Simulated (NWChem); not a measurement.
System: C2H4FNOSi; SMILES N#CO[Si@@H](C)F

Here is an NWChem input.

```
start job
memory heap 200 mb stack 900 mb global 1100 mb
geometry units angstroms noautoz
  C      1.150282     2.017328    -0.254009
  Si    -0.065526     0.736133     0.294033
  F     -1.533426     0.995774    -0.363264
  O      0.520742    -0.743954    -0.374711
  C      0.141113    -1.933883    -0.044500
  N     -0.169942    -3.035254     0.230477
  H      0.839289     3.023608     0.090849
  H      1.219135     2.030609    -1.360199
  H      2.155789     1.799352     0.158367
  H     -0.245945     0.522505     1.758349
end
basis spherical
  C library aug-cc-pvdz
  Si library aug-cc-pvdz
  F library aug-cc-pvdz
  O library aug-cc-pvdz
  N library aug-cc-pvdz
  H library aug-cc-pvdz
end
dft
  xc hfexch
  iterations 150
  semidirect filesize 400000000
  mulliken
end
task dft energy
```

Structure relaxed at the PBE-D3(BJ)/def2-SVP level.

Give the results of this calculation. (Hartree-Fock/aug-cc-pVDZ.) Quantities: basis functions; energy (Ha); highest occupied level (eV); orbital gap (eV); dipole (D).


```
Item                          Result
---------------------------  -------
number of basis functions        178
energy (Ha)                  -595.87
highest occupied level (eV)   -12.02
orbital gap (eV)               12.69
dipole (D)                      5.99
```
